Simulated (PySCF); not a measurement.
C₄H₇FO, SMILES [C@@H]1(C[C@H]1OC)F. The structure is a stationary point at PBE0-D3(BJ)/def2-SVP. The structure was generated by enumeration; whether it is a known compound was not checked. The values are those of a single conformer.

Computed equilibrium geometry at PBE0-D3(BJ)/def2-SVP (PySCF confirms it by a frequency run) as Cartesian coordinates in Å (one conformer of several):
```xyz
13

C      2.1991     0.0069     0.4831
O      1.0005     0.6023     0.0773
C     -0.1060     0.0689     0.6898
C     -0.6838    -1.2271     0.1596
C     -1.3725     0.0737    -0.0934
F     -1.3389     0.5706    -1.3484
H      2.3756     0.1338     1.5688
H      3.0158     0.4973    -0.0640
H      2.2183    -1.0761     0.2574
H     -0.1778     0.2526     1.7736
H     -1.1286    -1.9583     0.8394
H     -0.1639    -1.6398    -0.7098
H     -2.3145     0.3019     0.4170
```
Charge 0, spin multiplicity 1.
